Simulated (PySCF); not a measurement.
## Ionisation energy of Rb¹⁹⁺ by level of theory

Rb¹⁹⁺ [Ar] (1S) → Rb²⁰⁺ [Ne] 3s2 3p5 (2P), as a difference of total energies. Calculation: PySCF 2.14, in an even-tempered Gaussian basis (18 s from 1.9 bohr⁻², ratio 2.5; 12 p from 2.4 bohr⁻², ratio 2.5; 5 d from 13 bohr⁻², ratio 2.7; 4 f from 20 bohr⁻², ratio 2.7); scalar relativity by spin-free X2C-1e. Correlated levels: outer shells: 1s2 frozen; virtual orbitals above 40 to 60 times the deepest correlated orbital energy dropped. The calculations carry no spin-orbit coupling.

```tsv
method	ionisation energy (eV)
UHF	860.73
LDA	862.18
PBE	862.07
PBE0	862.23
r2SCAN	862.61
M06-L	862.72
TPSSh	862.25
MP2 (outer shells)	861.69
SCS-MP2 (outer shells)	861.54
```

**Question.** How much does correlation contribute at MP2 (outer shells)?

**Answer.** 861.69 − (860.73) = 0.96 eV, measured against UHF.

A first-order spin-orbit estimate (lowest level to lowest level, LS coupling) adds -4.008 eV.

Breit and QED terms and the two-electron picture change are absent.

For comparison: 857 ± 3 eV (semi-empirical (NIST evaluation); NIST Atomic Spectra Database, ionization energies).
